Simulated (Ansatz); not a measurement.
One change: `C[O][W]([OH])([F])([Cl])([Cl])[O]C` becomes `C[O][W]([OH])([OH])([Cl])([Cl])[O]C`.

Ansatz, PBE0-D4/def2-TZVP geometries, multiplicity 1. Each molecule was computed in one conformer, which needn't be the lowest.

Elements past krypton have def2 core potentials.

```csv
property,`C[O][W]([OH])([F])([Cl])([Cl])[O]C`
size of the dipole moment (PBE/def2-TZVPP) / D,4.01
LUMO energy (PBE0/def2-TZVPP) / eV,-3.36
size of the dipole moment (ωB97M-V/def2-TZVPP) / D,4.05
LUMO energy (ωB97M-V/def2-TZVPP) / eV,-1.39
HOMO energy (PBE0/def2-TZVPP) / eV,-8.34
HOMO–LUMO gap (PBE/def2-TZVPP) / eV,3.03
```

Problem. Give the same properties after the change, and the shifts. (Best estimate.)

Solution. The calculation gave: 
| property | `C[O][W]([OH])([OH])([Cl])([Cl])[O]C` | shift |
| --- | --- | --- |
| size of the dipole moment (PBE/def2-TZVPP) / D | 3.01 | -1.00 |
| LUMO energy (PBE0/def2-TZVPP) / eV | -2.94 | 0.42 |
| size of the dipole moment (ωB97M-V/def2-TZVPP) / D | 2.98 | -1.07 |
| LUMO energy (ωB97M-V/def2-TZVPP) / eV | -0.97 | 0.42 |
| HOMO energy (PBE0/def2-TZVPP) / eV | -8.13 | 0.21 |
| HOMO–LUMO gap (PBE/def2-TZVPP) / eV | 3.21 | 0.18 |

With PBE0 the HOMO rises by 0.21 eV and the LUMO rises by 0.42 eV, so the gap widens by about 0.21 eV. PBE moves the HOMO by 0.20 eV and ωB97M-V by 0.20 eV. Dipoles are sizes alone; their direction can turn.
